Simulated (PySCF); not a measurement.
**Pm⁵⁹⁺: ionisation energy**

Pm⁵⁹⁺ 1s2 (1S) → Pm⁶⁰⁺ 1s1 (2S), as a difference of total energies. Computed with PySCF 2.14 in an uncontracted even-tempered set (17 s from 150 bohr⁻², ratio 2.2; 7 p from 220 bohr⁻², ratio 2.4; 4 d from 660 bohr⁻², ratio 2.4; 3 f from 990 bohr⁻², ratio 2.4; 3 g from 1500 bohr⁻², ratio 2.4), with the spin-free X2C one-electron Hamiltonian (Gaussian nucleus). Correlated levels: nothing frozen; virtual orbitals above 40 to 60 times the deepest correlated orbital energy dropped. The calculations carry no spin-orbit coupling.

```json
{"method": "UHF", "ionisation energy (eV)": "52248.8", "difference from reference (eV)": "+104.5"}
{"method": "MP2 (all electrons)", "ionisation energy (eV)": "52250.5", "difference from reference (eV)": "+106.2"}
{"method": "SCS-MP2 (all electrons)", "ionisation energy (eV)": "52250.9", "difference from reference (eV)": "+106.6"}
{"method": "CCSD (all electrons)", "ionisation energy (eV)": "52250.5", "difference from reference (eV)": "+106.2"}
```

Reference: 52144.29 ± 0.06 eV (theoretical estimate listed by NIST; NIST Atomic Spectra Database, ionization energies).

For this ion Breit and QED terms and the two-electron picture change, all absent here, outweigh the differences among the correlated methods.

With two correlated electrons CCSD is exact in that space.
